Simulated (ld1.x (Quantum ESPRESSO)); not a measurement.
**Configuration tests for carbon (C) (TM)**

ld1.x (Quantum ESPRESSO) 7.5 input, shortened:

```
&input
   title='C', zed=6., rel=1, dft='PZ', iswitch=3,
   config='[He] 2s2 2p0.5'
 /
 &inputp
   pseudotype=2, tm=.true., lloc=1,
   nlcc=.false.
 /
2
2S  1  0   2.00   0.00  0.85  0.85  0.0
2P  2  1   0.50   0.00  2.75  2.75  0.0
 &test
   configts(1)='2s2 2p0.5'
 /
```

Energies are relative to the spin-unpolarised reference configuration 2s2 2p0.5; without spin polarisation the order of configurations can differ from experiment. Spin-polarised rows fill each open shell by Hund’s rule, majority spin first.

(1) Give the all-electron excitation energy and the error of the potential for: 2s2 2p2; 2s2 2p1; 2s2 2p0; 2s0 2p4; 2s2 2p2.3; 2s1 2p3; 2s1 2p0; 2s2 2p0.5 (spin-polarised); 2s2 2p2 (spin-polarised).

Levels in the configuration 2s1 2p3:

| level | all-electron (eV) | pseudo (eV) |
| --- | --- | --- |
| 2s | -14.084 | -13.906 |
| 2p | -5.825 | -5.887 |

Results:

(1)

```csv
valence configuration,charge,ΔE all-electron (eV),error AE − PS (meV)
2s2 2p2,0,-21.275,+218
2s2 2p1,+1,-10.288,+59
2s2 2p0,+2,13.972,+105
2s0 2p4,0,-4.758,+701
2s2 2p2.3,-0.3,-22.474,+220
2s1 2p3,0,-13.034,+457
2s1 2p0,+3,61.942,+465
2s2 2p0.5 (spin-polarised),+1.5,-0.118,+5.3
2s2 2p2 (spin-polarised),0,-22.404,+324
```
